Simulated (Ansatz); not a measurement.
One change: `N[CH2][GeH]([F])[SH]` becomes `[OH][GeH]([F])[SH]`.

Ansatz, PBE0-D4/def2-TZVP geometries, multiplicity 1. Each molecule was computed in one conformer, which needn't be the lowest.

Scalar relativity is left out up to krypton.

```
                                        property  `N[CH2][GeH]([F])[SH]`
             HOMO energy (B3LYP/def2-TZVPP) / eV                   -6.99
               LUMO energy (PBE/def2-TZVPP) / eV                   -0.68
         HOMO–LUMO gap (ωB97M-V/def2-TZVPP) / eV                   11.49
           LUMO energy (ωB97M-V/def2-TZVPP) / eV                    1.93
size of the dipole moment (B3LYP/def2-TZVPP) / D                    3.44
  size of the dipole moment (PBE/def2-TZVPP) / D                    3.30
```

(1) What does the change do to each property? (An estimate is asked.)

Results:

(1) Ansatz gave: 
```json
{"property": "HOMO energy (B3LYP/def2-TZVPP) / eV", "`[OH][GeH]([F])[SH]`": "-7.76", "shift": "-0.77"}
{"property": "LUMO energy (PBE/def2-TZVPP) / eV", "`[OH][GeH]([F])[SH]`": "-1.23", "shift": "-0.55"}
{"property": "HOMO–LUMO gap (ωB97M-V/def2-TZVPP) / eV", "`[OH][GeH]([F])[SH]`": "11.92", "shift": "0.43"}
{"property": "LUMO energy (ωB97M-V/def2-TZVPP) / eV", "`[OH][GeH]([F])[SH]`": "1.69", "shift": "-0.24"}
{"property": "size of the dipole moment (B3LYP/def2-TZVPP) / D", "`[OH][GeH]([F])[SH]`": "2.05", "shift": "-1.39"}
{"property": "size of the dipole moment (PBE/def2-TZVPP) / D", "`[OH][GeH]([F])[SH]`": "1.96", "shift": "-1.34"}
```

With PBE0 the HOMO falls by 0.81 eV and the LUMO falls by 0.51 eV, so the gap widens by about 0.30 eV. PBE moves the HOMO by -0.96 eV and ωB97M-V by -0.66 eV. Dipoles are sizes alone; their direction can turn.

B3LYP here is the variant with VWN-RPA as its local correlation; programs differ in this.
